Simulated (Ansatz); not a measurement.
`[F][Sn]([F])([SiH3])[Cl]` → `[F][Sn][Cl]` + `F[SiH3]` at 700 K and 1 bar (stannylene formation by 1,1-elimination).

Program: Ansatz. Geometries: PBE0-D4/def2-TZVP. ΔE: electronic, gas phase. CCSD(T)/CBS adds triple-zeta CCSD(T) − MP2 to the extrapolated MP2 energy (def2 sets, frozen cores). This one scheme is used for every species. Elements past krypton have def2 core potentials. For Sn outer-core shells are correlated without core-valence functions, which leaves a few kJ/mol of doubt a bond.

| species | CCSD(T)/CBS energy (Eh) | H − E (kJ/mol) | S (J/(mol·K)) |
| --- | --- | --- | --- |
| `[F][Sn]([F])([SiH3])[Cl]` | -1164.39080 | 160.0 | 520.8 |
| `[F][Sn][Cl]` | -773.69640 | 41.8 | 346.7 |
| `F[SiH3]` | -390.72345 | 108.4 | 291.4 |

H − E and S are ideal-gas, rigid-rotor, harmonic terms from PBE0-D4/def2-TZVP. 1 Eh = 2625.50 kJ/mol, R = 8.31446 J/(mol·K).

By hand: ΔE, ΔH, ΔS and ΔG.

ΔE = (-773.69640) + (-390.72345) − (-1164.39080) = -0.02905 Eh = -76.3 kJ/mol. Δ(H − E) = 41.8 + 108.4 − 160.0 = -9.8, so ΔH = -86.1 kJ/mol. ΔS = 346.7 + 291.4 − 520.8 = 117.3 J/(mol·K). ΔG = -86.1 − 700 × (117.3)/1000 = -168.2 kJ/mol.

By hand: the equilibrium constant, and the temperature at which ΔG would vanish if ΔH and ΔS stayed fixed.

log₁₀ K = −ΔG/(RT ln 10) = 12.6. ΔH and −TΔS have one sign here, so there is no such temperature.

The number of gas molecules changes by +1, which sets the sign of ΔS. A doubt of 5 kJ/mol in ΔE shifts log₁₀ K by 0.4 here. Modes under 60 cm⁻¹, often nearly free rotors, make the harmonic entropy too high. These are equilibria of isolated gas molecules and say nothing of rates. Largest T1 diagnostic: 0.016 (customary marks: 0.02 for closed shells, 0.045 for open ones).
